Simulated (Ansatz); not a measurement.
The same silylene loss along the group B, Al, Ga.

Calculated with Ansatz (gas phase, PBE0-D4/def2-TZVP geometries, no zero-point term in ΔE). CBS: MP2 limit from def2 TZ/QZ plus the TZ coupled-cluster correction, frozen cores. This one scheme is used for every species. DFT in def2-TZVPP. B3LYP here is the variant with VWN-RPA as its local correlation; programs differ in this. For Ga outer-core shells are correlated without core-valence functions, which leaves a few kJ/mol of doubt a bond. Scalar relativity is left out up to krypton. Each species was taken in one conformer, which may not be the lowest.

| reaction | r2SCAN-D4 (kJ/mol) | PBE-D4 (kJ/mol) | B3LYP-D4 (kJ/mol) | CCSD(T)/CBS(def2) (kJ/mol) |
| --- | --- | --- | --- | --- |
| `[SiH3]BS` → `BS` + `[SiH2]` | 247 | 237 | 220 | 224 |
| `[SiH3][AlH][SH]` → `[AlH2][SH]` + `[SiH2]` | 268 | 261 | 240 | 245 |
| `[SiH3][GaH][SH]` → `[SH][GaH2]` + `[SiH2]` | 281 | 272 | 256 | 260 |

Largest T1 diagnostic: 0.015, for `[SiH3]BS`.
